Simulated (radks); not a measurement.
Ge XVIII, configuration [Ne] 3s2 3p3. Method: scalar-relativistic Kohn-Sham, r2SCAN, spin-polarised, spherical densities, finite nucleus; open shells are filled with parallel spins first; meta-GGA in the generalised Kohn-Sham scheme; Fermi nuclear charge, rms radius 4.0742 fm; computed with a radial shooting solver on a logarithmic mesh with Libxc functionals.

Radial electron density D(r) = 4 pi r^2 rho(r):

r (bohr),D(r) (e/bohr),spin D(r)
0.002461,1.718,0.000121
0.002753,2.097,0.000157
0.003055,2.518,0.000201
0.003417,3.059,0.000265
0.003821,3.706,0.000352
0.004274,4.476,0.000474
0.004781,5.388,0.000645
0.005348,6.460,0.000888
0.005981,7.713,0.00123
0.00669,9.165,0.00173
0.007483,10.83,0.00245
0.00837,12.73,0.00350
0.009287,14.69,0.00490
0.01039,17.03,0.00706
0.01162,19.57,0.0102
0.013,22.29,0.0148
0.01454,25.13,0.0214
0.01626,28.02,0.0310
0.01819,30.84,0.0447
0.02034,33.48,0.0642
0.02275,35.80,0.0916
0.02545,37.66,0.130
0.02846,38.91,0.182
0.03158,39.44,0.248
0.03533,39.29,0.341
0.03951,38.43,0.463
0.0442,36.99,0.618
0.04943,35.22,0.811
0.05529,33.44,1.04
0.06185,32.07,1.31
0.06917,31.48,1.60
0.07737,31.98,1.89
0.08654,33.65,2.15
0.09603,36.11,2.33
0.1074,39.31,2.40
0.1201,42.37,2.32
0.1344,44.45,2.05
0.1503,44.77,1.59
0.1681,42.84,1.02
0.188,38.64,0.441
0.2103,32.71,0.0373
0.2352,26.08,-0.00162
0.2631,19.95,0.481
0.2943,15.35,1.54
0.3266,12.92,2.94
0.3653,12.12,4.63
0.4086,12.44,6.12
0.457,12.81,7.01
0.5111,12.37,7.03
0.5717,10.79,6.22
0.6395,8.355,4.84
0.7153,5.659,3.29
0.8,3.317,1.94
0.8948,1.661,0.978
0.9929,0.7498,0.445
1.111,0.2660,0.160
1.242,0.07695,0.0470
1.389,0.01779,0.0111
1.554,0.003210,0.00204
1.738,0.0004402,0.000286

D(r) has 3 maxima, at r = 0.0326, 0.144, 0.461 bohr, and minima at 0.0697, 0.368 bohr, inside which lie 2.09, 10.52 electrons.
